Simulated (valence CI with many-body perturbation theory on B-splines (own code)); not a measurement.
**Sn XXIX: magnetic and hyperfine properties of the levels**

Calculated by relativistic CI+MBPT: four valence electrons over a frozen Dirac-Fock core [Ar], a basis of 7 s, 7 p, 8 d, 6 f, 4 g, 1 h functions for each j, with the one-electron correlation potential Σ1 (screened to all orders), the two-electron term Σ2, the three-electron term Σ3, Breit, model QED; selected single and double excitations, second order for the rest, scaled by the run's own slope (own B-spline code, finite nucleus).

No measured spectrum was set against this ion. As an estimate, large intervals hold to a few tenths of a per cent, small ones and those within an open d or f shell to about a per cent. Only levels of the ground parity were solved; by the run's estimate the other parity begins above the list, which can be wrong where configurations are misplaced.

A/g_I is the dipole constant over the nuclear g factor μ/I (μ in nuclear magnetons, uniformly magnetised nucleus), B/Q the quadrupole constant per barn. Both hold the static response of the core; the bare values leave it out. Large factors of s and p1/2 electrons are usually good to 5 to 10 %; those of open d and f shells near neutrality can be off by tens of per cent, and small factors of p3/2, d and f electrons come from cancelling terms and can be off by a factor of two or in sign, in half-filled shells by more. B is blank for J = 1/2, where it vanishes, and for nearly pure S terms. Energies count from the lowest level. Levels with J = 0 are left out.

Levels are named by their leading jj configuration (3d3/2^4 stands for four electrons in 3d with j = 3/2), which in mixed levels can hold well under half, so a name can repeat and another be missing. Letters in brackets count levels of one name in rising energy.

```
                    Level  E (eV)      g  A/g_I (MHz)  A/g_I bare  B/Q (MHz/b)  B/Q bare
      (3d3/2^3 3d5/2) J=1   5.695  1.495         -408         123         5590      5700
(3d3/2^2 3d5/2^2) J=2 [a]   9.644  1.442         4790        5250         5170      5270
(3d3/2^2 3d5/2^2) J=3 [a]  12.122  1.398         8290        8700        -1400     -1430
      (3d3/2^3 3d5/2) J=4  12.647  1.264        11900       12200        -7730     -7910
(3d3/2^2 3d5/2^2) J=4 [a]  18.998  1.072        12400       12500         -270      -285
(3d3/2^2 3d5/2^2) J=3 [b]  21.710  0.938        13700       13700         2940      3000
(3d3/2^2 3d5/2^2) J=2 [b]  22.115  0.885        12200       12200         7510      7670
    (3d3/2^2 3d5/2^2) J=5  23.210  1.074        13000       13200        12000     12200
    (3d3/2^2 3d5/2^2) J=1  23.782  1.321        11100       11400         -437      -457
    (3d3/2^2 3d5/2^2) J=6  24.832  1.106        13500       13600        12800     13000
(3d3/2^2 3d5/2^2) J=4 [b]  27.055  1.026        14800       14800        -6500     -6630
(3d3/2^2 3d5/2^2) J=2 [c]  27.811  1.204        11100       11300         1930      1970
(3d3/2^2 3d5/2^2) J=3 [c]  28.623  1.178        13100       13300         4970      5070
  (3d3/2 3d5/2^3) J=4 [a]  29.836  1.156        10200       10300         1330      1360
  (3d3/2 3d5/2^3) J=3 [a]  32.529  1.077         9850        9970          107       111
(3d3/2^2 3d5/2^2) J=2 [d]  33.266  1.109        16200       16300         2450      2500
      (3d3/2 3d5/2^3) J=5  34.575  1.151        11200       11400        -7700     -7870
  (3d3/2 3d5/2^3) J=1 [a]  35.536  0.698        17000       16700         5210      5320
      (3d3/2 3d5/2^3) J=6  35.775  1.052        13100       13200        16700     17100
(3d3/2^2 3d5/2^2) J=4 [c]  38.923  1.112        10900       11000        13200     13500
(3d3/2^2 3d5/2^2) J=2 [e]  39.986  1.236        10900       11200          652       671
  (3d3/2 3d5/2^3) J=3 [b]  41.723  1.071        12400       12500        11000     11300
(3d3/2^2 3d5/2^2) J=2 [f]  43.128  1.146        12200       12400         7500      7670
            (3d5/2^4) J=4  47.546  1.122        10200       10400        -2820     -2880
  (3d3/2 3d5/2^3) J=3 [c]  49.069  1.064        13800       13900        17800     18200
            (3d5/2^4) J=2  49.589  0.949        14700       14700         7780      7940
  (3d3/2 3d5/2^3) J=1 [b]  49.663  1.470         2520        3010        -6850     -6990
  (3d3/2 3d5/2^3) J=4 [b]  51.802  1.069        13500       13600         6980      7140
      (3d3/2 3d5/2^3) J=2  61.700  0.997        12600       12600       -16800    -17100
```

(1) Take the isotope of mass number 119, with I = 1/2, μ = -1.0459 μN. What is the hyperfine structure of (3d3/2^2 3d5/2^2) J=3 [b]?

Answers

(1) From the table A = -28700 MHz. Shifts from the centre of gravity in MHz: F = 5/2: 57400, F = 7/2: -43000.
